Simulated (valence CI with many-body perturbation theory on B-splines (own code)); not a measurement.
**Ca¹⁵⁺: key properties**

Calculated by configuration interaction combined with many-body perturbation theory (CI+MBPT): three valence electrons over a frozen Dirac-Fock core [He], a basis of 9 s, 9 p, 8 d, 6 f, 3 g, 1 h functions for each j, with the one-electron correlation potential Σ1 (screened to all orders), the two-electron term Σ2, the three-electron term Σ3, Breit, model QED; selected single and double excitations, second order for the rest, scaled by the run's own slope (own B-spline code, finite nucleus).

No measured spectrum was set against this ion. As an estimate, levels of excited configurations hold to 0.05 to 0.15 % of their energy, terms of the ground configuration to about 0.5 %.

Names give the largest LS component (configuration and term), which can be under half, so a name can repeat, a term be missing and a line seem to break the LS rules; names also repeat where a configuration has a term twice.

Rates and lifetimes use the calculated energies. Strong lines usually hold to 10 to 20 %, long lifetimes can be off by a factor of two.

Problem. What is the ground level?

Solution. 2s2 2p 2P°_1/2, composition 97 % 2s2 2p 2P° + 3 % 2p3 2P°, g = 0.663.

Problem. Among levels below 622.43 eV, which E1 lines absorb most strongly from the ground level?

Solution. to 2s2 3d 2D_3/2 at 2.146 nm, f = 0.655; to 2s 2p 3p 2D_3/2 at 2.058 nm, f = 0.194; to 2s 2p 3p 2P_1/2 at 2.082 nm, f = 0.0916.

Problem. Where does the other parity begin?

Solution. At 2s 2p2 4P_1/2, 33.18 eV.

Problem. Name the longest-lived excited levels whose lifetime is computed, and their main decay.

Solution. 2s2 2p 2P°_3/2 at 4.54 eV lives 2.25 ms, mostly by M1 to 2s2 2p 2P°_1/2; 2s 2p2 4P_3/2 at 34.98 eV lives 718 ns, mostly by E1 to 2s2 2p 2P°_3/2; 2s 2p2 4P_5/2 at 37.25 eV lives 160 ns, mostly by E1 to 2s2 2p 2P°_3/2.

Problem. What are the static dipole polarisabilities of the lowest levels?

Solution. 2s2 2p 2P°_1/2 0.0333; 2s2 2p 2P°_3/2 0.0335 (tensor 0.0029) bohr³, of which the core gives 5.92e-05.

Problem. How well does LS coupling describe the low levels?

Solution. Among the lowest 20 levels the leading LS term, summed over configurations, holds 96 % on average. For single configurations the figures are 93 % in LS and 76 % in jj coupling. Terms mix most in the J = 1/2 level at 73.47 eV, where the leading one holds 66 %.

Problem. How is the term 2P° of the ground level split?

Solution. J = 1/2 at 0.00, J = 3/2 at 4.54 eV.
